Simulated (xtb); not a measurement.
Ag2, SMILES [Ag][Ag], multiplicity 1. All values are semi-empirical tight-binding results from xtb (GFN2-xTB unless named), good for trends rather than for accurate numbers. Geometry: GFN2-xTB. The multiplicity is an assumed one; other spin states were not compared.

For metal compounds this method's bond lengths and energies can be far off.

Question: Estimate the properties. (Estimate from the structure and the level; the computed values follow.)

Answer: 
The point group as xtb finds it comes out as D∞h and the orbital gap comes out as 2.38 eV.
